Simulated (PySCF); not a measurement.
GaH3Se2, SMILES [SeH][GaH][SeH]. Heavy atoms are numbered as in [GaH:1]([SeH:3])[SeH:5]. Hydrogens are named by the atom that carries them.

Geometry: B3LYP-D3(BJ)/def2-SVP. The structure was generated by enumeration; whether it is a known compound was not checked. One conformer was computed; it need not be the lowest.

The numbers are results of PBE/pcSseg-1 (PySCF), not measurements.

GIAO shieldings, no solvent; atoms alike by connectivity are averaged. δ = σ(ref) − σ: ¹H against TMS (σ = 31.49 ppm); ⁷⁷Se against Me2Se (σ = 1634.8 ppm), references at their B3LYP-D3(BJ)/def2-TZVP geometries, non-relativistic.

| nucleus | atoms | count | δ (ppm) |
|---|---|---|---|
| ¹H | H on Ga1 | 1 | 6.96 |
| ¹H | H on Se3 | 2 | 1.81 |
| ⁷⁷Se | Se3 (SeH) | 2 | -110.1 |
